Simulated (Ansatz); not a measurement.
`F[Si](F)([SiH3])Cl` + NH₃ → `N[Si](F)([SiH3])Cl` + H–F at 700 K and 1 bar (ligand exchange at the Si–F bond).

Program: Ansatz. Geometries: PBE0-D4/def2-TZVP. ΔE: electronic, gas phase. CBS: MP2 limit from def2 TZ/QZ plus the TZ coupled-cluster correction, frozen cores. This one scheme is used for every species. One conformer a species, not always the lowest.

| species | CCSD(T)/CBS energy (Eh) | H − E (kJ/mol) | S (J/(mol·K)) |
| --- | --- | --- | --- |
| `F[Si](F)([SiH3])Cl` | -1239.50998 | 162.5 | 473.7 |
| NH₃ | -56.50880 | 116.9 | 226.5 |
| `N[Si](F)([SiH3])Cl` | -1195.59251 | 235.1 | 510.9 |
| H–F | -100.39570 | 45.2 | 198.5 |

H − E and S are ideal-gas, rigid-rotor, harmonic terms from PBE0-D4/def2-TZVP, for one conformer and one mirror image of each species. 1 Eh = 2625.50 kJ/mol, R = 8.31446 J/(mol·K).

By hand: ΔE, ΔH, ΔS and ΔG.

ΔE = (-1195.59251) + (-100.39570) − (-1239.50998) − (-56.50880) = 0.03057 Eh = 80.3 kJ/mol. Δ(H − E) = 235.1 + 45.2 − 162.5 − 116.9 = 0.9, so ΔH = 81.2 kJ/mol. ΔS = 510.9 + 198.5 − 473.7 − 226.5 = 9.2 J/(mol·K). ΔG = 81.2 − 700 × (9.2)/1000 = 74.8 kJ/mol.

By hand: the equilibrium constant, and the temperature at which ΔG would vanish if ΔH and ΔS stayed fixed.

log₁₀ K = −ΔG/(RT ln 10) = -5.6. ΔG = 0 at ΔH/ΔS = 8826 K, far beyond where these terms or the molecules hold.

The number of gas molecules stays the same, so ΔS is small and ΔH decides. A doubt of 5 kJ/mol in ΔE shifts log₁₀ K by 0.4 here. Other conformers and mirror images would add mixing entropy, several J/(mol·K) or more a flexible species. These are equilibria of isolated gas molecules and say nothing of rates. Largest T1 diagnostic: 0.012 (customary marks: 0.02 for closed shells, 0.045 for open ones).
